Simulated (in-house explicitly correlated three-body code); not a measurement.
Values are calculated unless marked as measured or tabulated.
Two electrons around a charge Z: functional-driven and density-driven errors

The exact non-relativistic ground state comes from a variational code in 260 exponentially correlated functions, the Kohn-Sham parts from inverting its density (past Z = 6 the correlation energy is taken as exact minus Hartree-Fock, equal to within microhartrees), and self-consistent runs (Hartree-Fock is restricted) from a B-spline radial code. Z may be fractional; the second electron is bound down to Z = 0.911.

The total error of a self-consistent run is the error on the exact density (functional-driven) plus the energy gained by relaxing to the functional's own density (density-driven, never positive). «Unbound» marks a run whose level isn't bound or that didn't converge.

| Z | AM05 functional (mEh) | AM05 density (mEh) | LDA PW92 functional (mEh) | LDA PW92 density (mEh) | revTPSS functional (mEh) | revTPSS density (mEh) |
| --- | --- | --- | --- | --- | --- | --- |
| 1 | +10.84 | unbound | +14.47 | unbound | -4.59 | unbound |
| 1.05 | +12.42 | unbound | +16.62 | unbound | -5.25 | unbound |
| 1.16 | +16.17 | unbound | +21.80 | unbound | -6.17 | unbound |
| 1.28 | +20.63 | -0.79 | +27.95 | -1.05 | -6.79 | -0.18 |
| 1.36 | +23.78 | -0.83 | +32.26 | -1.15 | -7.09 | -0.16 |
| 1.58 | +32.98 | -0.96 | +44.84 | -1.38 | -7.64 | -0.14 |
| 1.7 | +38.30 | -1.02 | +52.05 | -1.48 | -7.84 | -0.14 |
| 1.84 | ? | ? | ? | ? | ? | ? |
| 2.04 | ? | ? | ? | ? | ? | ? |
| 2.16 | +60.11 | -1.19 | +81.44 | -1.77 | -8.29 | -0.16 |
| 2.24 | +64.09 | -1.22 | +86.78 | -1.80 | -8.34 | -0.16 |
| 2.54 | +79.42 | -1.29 | +107.3 | -1.92 | -8.47 | -0.17 |

**Question.** What belongs in the row Z = 1.84?

**Answer.** AM05 functional (mEh): +44.72; AM05 density (mEh): -1.08; LDA PW92 functional (mEh): +60.73; LDA PW92 density (mEh): -1.58; revTPSS functional (mEh): -8.02; revTPSS density (mEh): -0.15.

**Question.** What belongs in the row Z = 2.04?

**Answer.** AM05 functional (mEh): +54.23; AM05 density (mEh): -1.15; LDA PW92 functional (mEh): +73.55; LDA PW92 density (mEh): -1.70; revTPSS functional (mEh): -8.21; revTPSS density (mEh): -0.15.

**Question.** Which part of the error is larger?

**Answer.** AM05: functional-driven +79.42, density-driven -1.29 mEh at Z = 2.54; LDA PW92: functional-driven +107.3, density-driven -1.92 mEh at Z = 2.54; revTPSS: functional-driven -8.47, density-driven -0.17 mEh at Z = 2.54. The density-driven part is second order in the error of the density, so it stays small unless the second electron is loosely bound.
